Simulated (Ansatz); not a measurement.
`C[CH]1[AlH][SiH2]1` + `C[NH][GeH]([OH])[Cl]` → `C[NH][GeH]([Cl])[O]C` + `[CH2]1[AlH][SiH2]1`  (substitution at a C–C bond)

Gas-phase electronic energies from Ansatz, PBE0-D4/def2-TZVP geometries. CCSD(T)/CBS is the MP2 limit (def2-TZVPP, def2-QZVPP) plus CCSD(T) − MP2 in def2-TZVPP, frozen cores. DFT in def2-TZVPP. B3LYP here is the variant with VWN-RPA as its local correlation; programs differ in this. For Ge outer-core shells are correlated without core-valence functions, which leaves a few kJ/mol of doubt a bond. Scalar relativity is left out up to krypton. One conformer a species, not always the lowest.

CCSD(T)/CBS gives +0.47 eV.

Question: Another level gave +0.40 eV. Which?
A. r2SCAN-D4/def2-TZVPP
B. HF/def2-TZVPP
C. MP2/def2-TZVPP
D. B3LYP-D4/def2-TZVPP

Answer: D. B3LYP-D4 0.40, r2SCAN-D4 0.45, HF/def2-TZVPP 0.33, MP2/def2-TZVPP 0.51 eV.

Largest T1 diagnostic among the species: 0.013.

In def2-TZVPP, CCSD(T) changes the Hartree–Fock value by +0.12 eV (the triples alone add +0.02 eV) and MP2 by +0.18 eV.
